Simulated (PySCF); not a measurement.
Mapped SMILES: `[CH2:1]=[CH:2][N:3]1[BH:4][NH:5][CH2:6][CH2:7]1`; H(Xn) means a hydrogen on atom n. Ha(C1) is cis to N3; Hb(C1) is trans to N3.

Computed data (PySCF 2.14): CAM-B3LYP/pcSseg-1 with gauge-including orbitals, coordinates at the PBE0-D3(BJ)/def2-SVP level, spin–spin couplings from B3LYP/pcJ-1 (spin–dipole term only in couplings to heteroatoms). Gas phase, non-relativistic, single conformer, rapidly exchanging positions averaged.

List the cross peaks expected in HSQC, COSY and HMBC spectra.

Results:



HSQC (one-bond C–H):
```tsv
δH	δC	1J(C,H) (Hz)
6.70 (H(C2))	149.1 (C2)	173
3.92 (Hb(C1))	89.3 (C1)	173
3.79 (Ha(C1))	89.3 (C1)	164
3.53 (H(C6))	46.6 (C6)	143
3.26 (H(C7))	46.8 (C7)	144
```

COSY cross peaks (|J| ≥ 2 Hz):
```tsv
δH	δH	abs. J (Hz)	bonds
6.70 (H(C2))	3.92 (Hb(C1))	9.8	3
6.70 (H(C2))	3.79 (Ha(C1))	16.5	3
3.53 (H(C6))	3.26 (H(C7))	13.3	3
```

HMBC (two and three bonds, |J| ≥ 2.5 Hz):
```tsv
δH	δC [abs. J in Hz]
6.70 (H(C2))	89.3 (C1) [4.2], 46.8 (C7) [7.2]
4.29 (H(B4))	149.1 (C2) [2.9], 46.8 (C7) [5.2], 46.6 (C6) [7.3]
3.92 (Hb(C1))	149.1 (C2) [3.8]
3.79 (Ha(C1))	149.1 (C2) [2.5]
```

Scale: 1H and 13C against TMS (reference shieldings calculated alike).

Short H···H contacts in this conformer between protons four or more bonds apart (candidates for NOE cross peaks, intensity ∝ r⁻⁶): Ha(C1)···H(C7) 2.44 Å, H(C2)···H(B4) 2.68 Å.

Exchangeable OH/NH protons stand at their gas-phase positions; hydrogen bonding in a real sample shifts them, mostly to higher δ. Hydrogens on boron are broadened and split by 11B (spin 3/2, 80 %) and 10B (spin 3). Unscaled 3J(H,H) at this level run about 10 % above measured values. Shifts are as computed, not scaled to solution data. Of 1211 compounds with measured shifts, 218 miss one by over three times the rms of a fit or turn the order of signals round; such compounds aren't used in these exercises. Vicinal couplings across rotatable single bonds and in flexible rings belong to the one computed conformer; a conformer average would change them.
